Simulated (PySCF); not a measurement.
C₅H₈F₄O.
SMILES with atom numbers: `[CH3:1][CH2:2][O:3][C@@H:4]([F:5])[CH2:6][C:7]([F:8])([F:9])[F:10]` (hydrogens: H11, H12, H13 on C1; H14, H15 on C2; H16 on C4; H17, H18 on C6)

Cartesian coordinates in Å at the PBE0-D3(BJ)/def2-SVP level; atoms count from 1:
```xyz
18
C5H8F4O angstrom
C     -2.5363    1.0352   -0.5509
C     -1.7535    0.0614    0.2913
O     -0.4854   -0.1330   -0.3086
C      0.3555   -0.9620    0.3661
F     -0.0526   -2.2745    0.2410
C      1.7443   -0.8511   -0.2221
C      2.4239    0.4673    0.0444
F      3.6915    0.4329   -0.3763
F      2.4458    0.7431    1.3582
F      1.8295    1.4903   -0.5637
H     -2.6873    0.6353   -1.5641
H     -1.9994    1.9913   -0.6353
H     -3.5219    1.2240   -0.1010
H     -2.2789   -0.9064    0.3700
H     -1.6146    0.4487    1.3194
H      0.3554   -0.7431    1.4526
H      2.3764   -1.6418    0.2037
H      1.6812   -1.0015   -1.3089
```

Computed with PySCF at PBE0/pcSseg-1, non-relativistic, on one gas-phase PBE0-D3(BJ)/def2-SVP geometry that isn't relaxed in the solvent. The solvent is an IEF-PCM continuum (cavity from Bondi-type radii × 1.2). Specific hydrogen bonds and non-electrostatic terms are outside this model.

Gas phase at PBE0/pcSseg-1: HOMO -8.55 eV, LUMO 1.51 eV, dipole 1.65 D.

Problem. What does the continuum do to the energy, the frontier levels and the dipole at PBE0/pcSseg-1 in benzene and chloroform?

Solution. 
```tsv
solvent	ε	E(solvent) − E(gas) (kcal/mol)	polarisation term (kcal/mol)	distortion of the solute (kcal/mol)	HOMO (eV)	LUMO (eV)	dipole (D)
benzene	2.271	-2.32	-2.42	0.10	-8.44	1.70	1.76
chloroform	4.711	-3.67	-3.93	0.26	-8.40	1.79	1.83
```

The polarisation term is half the interaction of the solute with the surface charges that it induces; the rest is the cost of distorting the solute's density. The sum is the electrostatic part of solvation alone. From benzene to chloroform the lowering changes by a factor 1.58, Onsager's factor (ε − 1)/(2ε + 1) by 1.55 and ε itself by 2.1.

Problem. Which radius a makes the point-dipole formula ΔE = −[(ε − 1)/(2ε + 1)]·μ²/a³ give the value in chloroform, with the gas-phase dipole?

Solution. μ = 0.648 au and |ΔE| = 0.00585 Eh give a = 1.56 Å; the farthest nucleus lies 3.74 Å from the centroid of the nuclei, so such a sphere wouldn't even hold the nuclei. The formula assumes a rigid point dipole at the centre of a sphere.

Problem. Give the dipole vector in the frame of the coordinates (D, pointing from negative to positive charge), gas and chloroform.

Solution. Gas (-1.49, -0.36, 0.61), solvent (-1.57, -0.46, 0.82). Its length changes by +11 % and its direction by 6°.

Problem. Which Mulliken charges (PBE0/pcSseg-1) respond most in benzene (means over atoms taken as equivalent)?

Solution. 
```tsv
atoms	environment	gas (e)	solvent (e)	change
H16	methine hydrogen	+0.092	+0.100	+0.008
O3	ether oxygen	-0.493	-0.501	-0.008
H17	methylene hydrogen	+0.165	+0.173	+0.008
F5	alkyl fluorine	-0.332	-0.340	-0.008
H15	methylene hydrogen	+0.107	+0.114	+0.007
H18	methylene hydrogen	+0.163	+0.169	+0.006
```
